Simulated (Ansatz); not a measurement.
Geometry optimisation, Ansatz 0.2.0, RKS PBE0-D4/def2-mTZVP.

input.yaml

```yaml
crystal:
  periodic: [false, false, false]
  atoms:
    - { symbol: Si, position_ang: [-1.8879, -0.0161, 0.6111] }
    - { symbol: Si, position_ang: [0.2634, 0.5545, 0.5248] }
    - { symbol: C, position_ang: [1.3355, -0.7437, -0.2312] }
    - { symbol: C, position_ang: [1.8318, -0.0721, -1.3391] }
    - { symbol: S, position_ang: [0.922, 1.4662, -1.2741] }
    - { symbol: H, position_ang: [-2.7795, 1.2465, 0.8476] }
    - { symbol: H, position_ang: [-2.3823, -0.6028, -0.6584] }
    - { symbol: H, position_ang: [-2.1716, -0.9172, 1.6955] }
    - { symbol: H, position_ang: [0.8701, 1.2031, 1.7755] }
    - { symbol: H, position_ang: [1.6363, -1.7356, 0.1657] }
    - { symbol: H, position_ang: [2.4276, -0.4397, -2.0967] }
basis:
  gaussian: { orbitals: def2-mTZVP }
hamiltonian:
  xc: pbe0
  dispersion: d4
relax:
  f_tol: 0.015
  max_steps: 40
```

Launched with:

```bash
$ ansatz run input.yaml --threads 2 --pin off --max-ram 3072MiB --backend cpu --events-out ev --progress --plain --runs-dir out
```

**Question.** Where does it end, and by what steps?

**Answer.** The forces met the threshold. The force dipped under the threshold on the way, but the program's further checks kept it going. After 8 steps the energy has fallen by 0.632 eV; H10 moved furthest, 0.19 Å.

```json
{"step": "0", "energy less start (eV)": "0.0000", "largest force component (eV/Å)": "4.332", "accepted": "yes"}
{"step": "1", "energy less start (eV)": "-0.4235", "largest force component (eV/Å)": "2.957", "accepted": "yes"}
{"step": "2", "energy less start (eV)": "-0.5273", "largest force component (eV/Å)": "2.221", "accepted": "yes"}
{"step": "3", "energy less start (eV)": "-0.6211", "largest force component (eV/Å)": "0.450", "accepted": "yes"}
{"step": "4", "energy less start (eV)": "-0.6310", "largest force component (eV/Å)": "0.132", "accepted": "yes"}
{"step": "5", "energy less start (eV)": "-0.6318", "largest force component (eV/Å)": "0.015", "accepted": "yes"}
{"step": "6", "energy less start (eV)": "-0.6320", "largest force component (eV/Å)": "0.014", "accepted": "yes"}
{"step": "7", "energy less start (eV)": "-0.6321", "largest force component (eV/Å)": "0.017", "accepted": "yes"}
{"step": "8", "energy less start (eV)": "-0.6322", "largest force component (eV/Å)": "0.010", "accepted": "yes"}
```

```xyz
11
Properties=species:S:1:pos:R:3
Si -1.952 0.026 0.609
Si 0.333 0.505 0.565
C 1.447 -0.783 -0.163
C 1.720 -0.100 -1.284
S 0.936 1.512 -1.291
H -2.738 1.280 0.777
H -2.331 -0.631 -0.670
H -2.266 -0.888 1.743
H 0.794 1.204 1.796
H 1.796 -1.779 0.074
H 2.324 -0.403 -2.135
```

The run took 15 s on 2 threads of AMD EPYC 9R45 96-Core Processor (Zen 5), on a shared host, peak memory 0.31 GiB.
